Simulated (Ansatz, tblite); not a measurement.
Forces on SnIH3 (SnH3I) at its PBE-D4/def2-TZVP geometry. The state is a singlet with charge 0.

In the def2 sets I, Sn take a core potential; there is no spin–orbit coupling. The xTB rows come from tblite.

GFN1-xTB (tblite), largest force 0.68 eV/Å:

```xyz
5
positions Å, forces eV/Å
Sn   -0.084   -0.216   -0.060    0.080    0.206    0.057
I     0.864    2.228    0.620   -0.154   -0.398   -0.111
H    -0.479   -1.027    1.399    0.115    0.212   -0.639
H     1.166   -1.020   -0.916   -0.566    0.209    0.320
H    -1.467    0.036   -1.042    0.525   -0.229    0.372
```

GFN2-xTB (tblite), largest force 0.55 eV/Å:

```
Sn 0.111 0.286 0.080
I -0.193 -0.499 -0.139
H 0.066 0.134 -0.259
H -0.223 0.132 0.148
H 0.240 -0.053 0.170
```

ωB97M-V/def2-TZVP (Ansatz), largest force 0.35 eV/Å:

```
Sn 0.012 0.031 0.009
I -0.121 -0.312 -0.087
H 0.077 0.159 -0.266
H -0.227 0.158 0.161
H 0.259 -0.037 0.184
```
